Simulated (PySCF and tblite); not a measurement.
C8H11F, numbered as in [F:1][C:2]1=[CH:3][CH2:4][CH2:5][C:6]12[CH2:7][CH2:8][CH2:9]2.

Level: B3LYP-D3(BJ)/def2-SVP (IEF-PCM, acetone)//GFN2-xTB, thermal terms from GFN2-xTB, symmetry numbers and mirror pairs counted. Conformers within 3 kcal/mol (GFN2-xTB free energy) were kept, 4 at most. Couplings: B3LYP/6-31G* with pcJ-1 on H, F (gas phase; spin-dipole term only for pairs with B, N, F, Si or P). Couplings are for ¹⁹F, ¹H; a prime marks the second kind of pair between the same two sets of atoms. H–H couplings come out 0.1 to 0.9 Hz lower than with pcJ-1 on all atoms. Of two unlike H on one atom, a is the less shielded (wB97X-D/pcSseg-1 (IEF-PCM, acetone)). Programs: PySCF with density fitting and tblite.

The 4-ring runs over atoms 6–7–8–9. The 5-ring runs over atoms 2–3–4–5–6. Of a mirror pair one member is shown.

```csv
conformer,shape,weight %
1,"4-ring puckered (ring torsions 10, -10, 10, -10°); 5-ring envelope (ring torsions 10, -17, 17, -11, 1°)",51.2
2,"4-ring puckered (ring torsions -10, 10, -10, 10°); 5-ring envelope (ring torsions 10, -17, 16, -11, 0°)",48.8
```

Give the couplings in each conformer and the averages at 298.15 K (pairs that fast motion interchanges averaged).


```json
{"coupling": "³J(F1,H3)", "pairs": "1", "1": "-0.7", "2": "-0.3", "average (Hz)": "-0.5"}
{"coupling": "³J(H3,H4)", "pairs": "2", "1": "3.1", "2": "3.1", "average (Hz)": "3.1"}
{"coupling": "²J(H4,H4)", "pairs": "1", "1": "-16.6", "2": "-16.5", "average (Hz)": "-16.6"}
{"coupling": "³J(H4,H5)", "pairs": "2", "1": "10.4", "2": "10.4", "average (Hz)": "10.4"}
{"coupling": "³J(H4,H5′)", "pairs": "2", "1": "4.1", "2": "4.1", "average (Hz)": "4.1"}
{"coupling": "²J(H5,H5)", "pairs": "1", "1": "-13.8", "2": "-13.9", "average (Hz)": "-13.8"}
{"coupling": "²J(H7a,H7b)", "pairs": "2", "1": "-13.4", "2": "-13.1", "average (Hz)": "-13.2"}
{"coupling": "³J(H7a,H8a)", "pairs": "2", "1": "9.0", "2": "3.4", "average (Hz)": "6.3"}
{"coupling": "³J(H7a,H8b)", "pairs": "2", "1": "11.6", "2": "11.5", "average (Hz)": "11.6"}
{"coupling": "³J(H7b,H8a)", "pairs": "2", "1": "11.4", "2": "11.6", "average (Hz)": "11.5"}
{"coupling": "³J(H7b,H8b)", "pairs": "2", "1": "3.3", "2": "8.8", "average (Hz)": "6.0"}
{"coupling": "²J(H8a,H8b)", "pairs": "1", "1": "-12.8", "2": "-12.9", "average (Hz)": "-12.9"}
```

GFN2-xTB leaves a saturated small ring flat here that puckers in reality.

Computed couplings to fluorine can be off by tens of per cent at such levels.
